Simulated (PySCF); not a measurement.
Co(SH)2: Co(II) (d7), charge 0. The structure is a model geometry with rigid ligands and bond lengths from ionic radii and bond angle changed to 135.00°, not a minimum; coordination distorted linear, point group Cs, metal–donor distances 2.25 Å.

```
5

Co    0.000    0.000    0.000
S     0.859    0.000    2.074
H     0.955    1.320    2.305
S     0.859    0.000   -2.074
H     0.955    1.320   -2.305
```

Method (PySCF 2.14, density fitting): CASSCF(7,5) with orbitals averaged over all microstates of the shell, strongly contracted NEVPT2 on the averaged canonical orbitals; basis x2c-TZVPall on the metal, x2c-SVPall elsewhere; spin-free X2C; gas phase; spin-orbit coupling by state interaction with the mean-field operator over all roots.

Task: Which term lies lowest, and with what spin?

Result: 4A'' (S = 3/2, orbital degeneracy 1), orbital occupations from the lowest 1.9 1.1 1.9 1.1 1.1, by NEVPT2.

Task: Where do the spin-allowed transitions within the shell lie?

Result: By NEVPT2, the lowest six: 4A'' at 328 cm⁻¹; 4A' at 1775 cm⁻¹; 4A' at 2424 cm⁻¹; 4A' at 4014 cm⁻¹; 4A'' at 4608 cm⁻¹; 4A'' at 5585 cm⁻¹. The strongest, at 4608 cm⁻¹, has f = 1.0e-05.

Task: Which is the lowest state of another spin?

Result: 2A' at 15235 cm⁻¹ by NEVPT2; CASSCF alone puts it at 17607 cm⁻¹ above the same ground state.

Task: What ligand-field parameters describe the result?

Result: At CASSCF level (the NEVPT2 levels don't fit a ligand-field model well): orbital energies 0, 139, 1173, 4186, 5465 cm⁻¹; B = 1170 cm⁻¹; C = 4362 cm⁻¹; B over its free-ion value at the same level 0.935; rms of the fit 179 cm⁻¹; ζ = 507 cm⁻¹ (free ion 526).

Task: What are the magnetic parameters?

Result: Degenerate or low-lying orbital states mix with the ground state, so no spin-only Hamiltonian applies. The lowest spin-orbit level is 2-fold, effective g = 0.36, 0.51, 10.74; the next lies at 312.5 cm⁻¹. μeff is 5.91 μB at 300 K and 5.42 μB at 10 K; the spin-only value is 3.88 μB.

NEVPT2 lifts 4A'' from 2856 to 4608 cm⁻¹; on the d shell alone such lifts tend to overshoot. Gaps between spin states lean to high spin in this active space.

The job took 2.9 s on one thread of Arm Neoverse V2 (shared host), with 94 basis functions, launched as `OMP_NUM_THREADS=1 python lf_run.py task.json out`.
